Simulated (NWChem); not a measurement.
System: CH₃ISe; SMILES C[Se]I

NWChem input:

```
start job
memory heap 200 mb stack 900 mb global 1100 mb
geometry units angstroms noautoz
  Se    -0.409107     1.304069    -0.000887
  I     -0.014133    -1.194403     0.000643
  C      1.438108     1.901327    -0.001626
  H      1.381024     3.000929    -0.003787
  H      1.959261     1.561005    -0.905259
  H      1.959035     1.564373     0.903379
end
basis spherical
  Se library def2-svp
  I library def2-svp
  C library def2-svp
  H library def2-svp
end
ecp
  I library def2-ecp
end
dft
  xc rpbe cpbe96
  iterations 150
  mulliken
end
task dft energy
```

NWChem printed, in part:

```
             Northwest Computational Chemistry Package (NWChem) 7.3.0
             --------------------------------------------------------

 CS  symmetry detected

                             Geometry "geometry" -> ""
                             -------------------------

 Output coordinates in angstroms (scale by  1.889725989 to convert to a.u.)

  No.       Tag          Charge          X              Y              Z
 ---- ---------------- ---------- -------------- -------------- --------------
    1 Se                  34.0000    -0.41035099     1.31624460     0.00000000
    2 I                   53.0000     0.00140612    -1.17951685     0.00000000
    3 C                    6.0000     1.43280820     1.92590443     0.00000000
    4 H                    1.0000     1.36833545     3.02509911     0.00000000
    5 H                    1.0000     1.95611229     1.59077558    -0.90431986
    6 H                    1.0000     1.95611229     1.59077558     0.90431986

 Effective nuclear repulsion energy (a.u.)     535.0989396317

      Symmetry information
      --------------------

 Group name             Cs
 Group number              2
 Group order               2
 No. of unique centers     5

 Summary of "ao basis" -> "ao basis" (spherical)
 ------------------------------------------------------------------------------
       Tag                 Description            Shells   Functions and Types
 ---------------- ------------------------------  ------  ---------------------
 Se                         def2-svp                12       32   5s4p3d
 I                          def2-svp                10       26   4s4p2d
 C                          def2-svp                 6       14   3s2p1d
 H                          def2-svp                 3        5   2s1p

      Symmetry analysis of basis
      --------------------------

        a'         59
        a"         28

            General Information
            -------------------
          SCF calculation type: DFT
          Wavefunction type:  closed shell.
          No. of atoms     :     6
          No. of electrons :    68
           Alpha electrons :    34
            Beta electrons :    34
          Charge           :     0
          Spin multiplicity:     1
          Use of symmetry is: on ; symmetry adaption is: on
          Maximum number of iterations: 150
          AO basis - number of functions:    87
                     number of shells:    37
          Convergence on energy requested:  1.00D-06
          Convergence on density requested:  1.00D-05
          Convergence on gradient requested:  5.00D-04

              XC Information
              --------------
                          RPBE Exchange Functional  1.000
            Perdew 1991 LDA Correlation Functional  1.000 local
           PerdewBurkeErnz. Correlation Functional  1.000 non-local

             Grid Information
             ----------------
          Grid used for XC integration:  medium
          Radial quadrature: Mura-Knowles
          Angular quadrature: Lebedev.
          Tag              B.-S. Rad. Rad. Pts. Rad. Cut. Ang. Pts.
          ---              ---------- --------- --------- ---------
          Se                  1.15      112           8.0       590
          I                   1.40      123          11.0       590
          C                   0.70       49          10.0       434
          H                   0.35       45          12.0       434
          Grid pruning is: on
          Number of quadrature shells:   374
          Spatial weights used:  Erf1

      Superposition of Atomic Density Guess
      -------------------------------------

 Sum of atomic energies:       -2785.76155267

      Non-variational initial energy
      ------------------------------

 Total energy =   -2736.144300
 1-e energy   =   -4507.516031
 2-e energy   =    1473.228759
 HOMO         =      -0.231895
 LUMO         =      -0.074482

      Symmetry analysis of molecular orbitals - initial
      -------------------------------------------------

  Numbering of irreducible representations:

     1 a'          2 a"

  Orbital symmetries:

     1 a'          2 a'          3 a'          4 a'          5 a"
     6 a'          7 a'          8 a'          9 a'         10 a'
    11 a"         12 a'         13 a'         14 a"         15 a'
    16 a'         17 a"         18 a'         19 a"         20 a'
    21 a'         22 a"         23 a'         24 a"         25 a'
    26 a'         27 a'         28 a'         29 a"         30 a'
    31 a'         32 a"         33 a'         34 a"         35 a'
    36 a'         37 a'         38 a'         39 a"         40 a'
    41 a'         42 a'         43 a'         44 a"

     ---------------------------------------------
      Total Density - Mulliken Population Analysis
     ---------------------------------------------

    Atom       Charge   Shell Charges
 -----------   ------   -------------------------------------------------------
    1 Se  34    33.96   2.00  2.00  2.00  1.34  0.57  6.00  5.98  1.73  2.27  8.20  1.75  0.12
    2 I   25    25.13   1.83  0.22  1.23  0.67  2.93  3.12  2.53  2.57  9.83  0.20
    3 C    6     6.27   1.99  0.94  0.27  1.94  1.11  0.02
    4 H    1     0.87   0.66  0.19  0.02
    5 H    1     0.88   0.67  0.19  0.02
    6 H    1     0.88   0.67  0.19  0.02

[...]
```

Level: RPBE/def2-SVP with def2 effective core potentials on I. Structure relaxed at the PBE0/def2-SVP level. def2 effective core potentials on I; no spin-orbit coupling.
